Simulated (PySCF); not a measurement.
A small calculation by hand: dipole moment from atomic charges

CHF3O3S, SMILES O=S(=O)(O)C(F)(F)F. Atoms are numbered in the order given.

```xyz
9

O      1.4679    -0.4601    -1.0924
S      0.8001     0.3126     0.1736
O      1.2661    -0.3053     1.4030
O      0.8610     1.7276    -0.1073
C     -0.9756    -0.2346    -0.0688
F     -1.7001     0.2141     0.9443
F     -1.4482     0.2443    -1.2072
F     -1.0165    -1.5648    -0.0927
H      1.7739    -1.3351    -0.7923
```

Coordinates come from a B3LYP-D3(BJ)/def2-SVP optimisation. One conformer was computed; it need not be the lowest.

Charges (e) from M06-2X/def2-TZVP in PySCF:

```
atom  ESP fit     IAO
----  -------  ------
O1     -0.464  -0.735
S2      0.815   2.192
O3     -0.412  -0.870
O4     -0.356  -0.848
C5      0.203   0.655
F6     -0.059  -0.262
F7     -0.064  -0.260
F8     -0.096  -0.274
H9      0.433   0.401
```

The dipole moment of the full density is 2.75 D.

### Question
What dipole moment does each set of point charges give, and which comes closer to that of the density?

### Answer

μ = Σ q r, and 1 e Å = 4.8032 D.
ESP fit: Σ q r = (0.003, -0.525, -0.218) e Å, |μ| = 2.73 D.
IAO: Σ q r = (0.016, -0.556, -0.217) e Å, |μ| = 2.87 D.
ESP fit comes closer in size. Point charges leave out the atoms' own dipoles (lone pairs, polarised bonds); fits to the potential absorb them, partitions of the density don't.
